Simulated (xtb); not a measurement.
C6H13O, charge -2, doublet, at a GFN2-xTB geometry of the parent state (a state made from the parent by changing its charge; the spin is typed, not shown lowest); GFN1-xTB (xtb 6.7.1).

Here is a job for xtb.
```
$ xtb mol.xyz --gfn 1 --chrg -2 --uhf 1 --json

# file mol.xyz
20

C     -1.66240761     0.91612815    -1.03919234
C     -1.21164689     0.73611665     0.40784467
C     -1.72948935    -0.59352241     0.94845435
C      0.31484495     0.75695069     0.52320875
C      1.07246682    -0.28243714    -0.41446701
C      2.59080351    -0.14892106    -0.00569750
O      0.62749539    -1.51180185    -0.40262996
H     -1.31313753     0.06666708    -1.61726338
H     -1.24454271     1.82816987    -1.46573938
H     -2.75141336     0.96843290    -1.10434558
H     -1.62587852     1.57336493     1.00371888
H     -1.09267979    -1.36077467     0.49048264
H     -2.77827972    -0.75328923     0.69340865
H     -1.62169504    -0.64051895     2.03214957
H      0.57966852     0.53037313     1.56095642
H      0.68642087     1.76348990     0.29181567
H      1.03649173     0.20477947    -1.45866090
H      2.93693058     0.88599766    -0.06547992
H      2.72732463    -0.51426828     1.01159682
H      3.19339871    -0.76389844    -0.67250524
```

It wrote (shortened):

```
   ID    Z sym.   atoms
    1    6 C      1-6
    2    8 O      7
    3    1 H      8-20

           -------------------------------------------------
          |                Calculation Setup                |
           -------------------------------------------------

           -------------------------------------------------
          |                 G F N 1 - x T B                 |
           -------------------------------------------------

          ...................................................
          :                      SETUP                      :
          :.................................................:
          :  # basis functions                  54          :
          :  # atomic orbitals                  54          :
          :  # shells                           40          :
          :  # electrons                        45          :
          :  # halogen bonds                     0          :
          :  max. iterations                   250          :
          :  Hamiltonian                  GFN1-xTB          :
          :  restarted?                      false          :
          :  GBSA solvation                  false          :
          :  PC potential                    false          :
          :  electronic temp.          300.0000000     K    :
          :  accuracy                    1.0000000          :
          :  -> integral cutoff          0.2500000E+02      :
          :  -> integral neglect         0.1000000E-07      :
          :  -> SCF convergence          0.1000000E-05 Eh   :
          :  -> wf. convergence          0.2000000E-04 e    :
          :  Broyden damping             0.4000000          :
          :  net charge                         -2          :
          :  unpaired electrons                  1          :
          ...................................................

 iter      E             dE          RMSdq      gap      omega  full diag
   1    -24.6407965 -0.246408E+02  0.788E+00    0.13       0.0  T
   2    -24.6720420 -0.312455E-01  0.490E+00    0.32       1.0  T
   3    -24.6187221  0.533199E-01  0.203E+00    0.26       1.0  T
   4    -24.6706498 -0.519276E-01  0.141E+00    1.24       1.0  T
   5    -24.7415631 -0.709133E-01  0.716E-01    0.17       1.0  T
   6    -24.7467564 -0.519333E-02  0.389E-01    0.09       1.0  T
   7    -24.7054596  0.412968E-01  0.842E-01    0.12       1.0  T
   8    -24.7243196 -0.188600E-01  0.704E-01    0.32       1.0  T
[...]
         :: total energy             -24.486841218736 Eh    ::
[...]
    16H    -0.06631 -0.01087   1.066  0.000  0.000
    17H    -0.11563 -0.05583   1.116  0.000  0.000
    18H    -0.13251 -0.08081   1.133  0.000  0.000
    19H    -0.09206 -0.03821   1.092  0.000  0.000
    20H    -0.09164 -0.03813   1.092  0.000  0.000

Wiberg/Mayer (AO) data.
largest (>0.10) Wiberg bond orders for each atom

 ---------------------------------------------------------------------------
     #   Z sym  total        # sym  WBO       # sym  WBO       # sym  WBO
 ---------------------------------------------------------------------------
     1   6 C    3.972 --     2 C    1.003     9 H    0.972    10 H    0.971
                             8 H    0.970
     2   6 C    3.990 --     3 C    1.005     1 C    1.003     4 C    0.995
                            11 H    0.973
     3   6 C    3.961 --     2 C    1.005    13 H    0.977    14 H    0.977
                            12 H    0.947
     4   6 C    3.968 --     2 C    0.995    16 H    0.978    15 H    0.974
                             5 C    0.912
     5   6 C    3.965 --     7 O    1.177     6 C    0.925    17 H    0.924
                             4 C    0.912
     6   6 C    3.945 --    18 H    0.977    20 H    0.976    19 H    0.975
                             5 C    0.925
     7   8 O    1.504 --     5 C    1.177
     8   1 H    1.104 --     1 C    0.970
     9   1 H    1.156 --     1 C    0.972
    10   1 H    1.100 --     1 C    0.971
    11   1 H    1.015 --     2 C    0.973
    12   1 H    1.040 --     3 C    0.947
    13   1 H    1.027 --     3 C    0.977
    14   1 H    1.074 --     3 C    0.977
    15   1 H    1.070 --     4 C    0.974
    16   1 H    1.027 --     4 C    0.978
    17   1 H    1.036 --     5 C    0.924
    18   1 H    1.076 --     6 C    0.977
    19   1 H    1.080 --     6 C    0.975
    20   1 H    1.069 --     6 C    0.976
 ---------------------------------------------------------------------------

Topologies differ in total number of bonds
Writing topology from bond orders to xtbtopo.mol

 dipole moment from electron density (au)
     X       Y       Z
  -0.2028   1.6380   0.7416  total (Debye):    4.599

           -------------------------------------------------
          | TOTAL ENERGY              -24.486841218736 Eh   |
          | GRADIENT NORM               0.036022365217 Eh/α |
          | HOMO-LUMO GAP               0.048432036547 eV   |
           -------------------------------------------------

normal termination of xtb
```
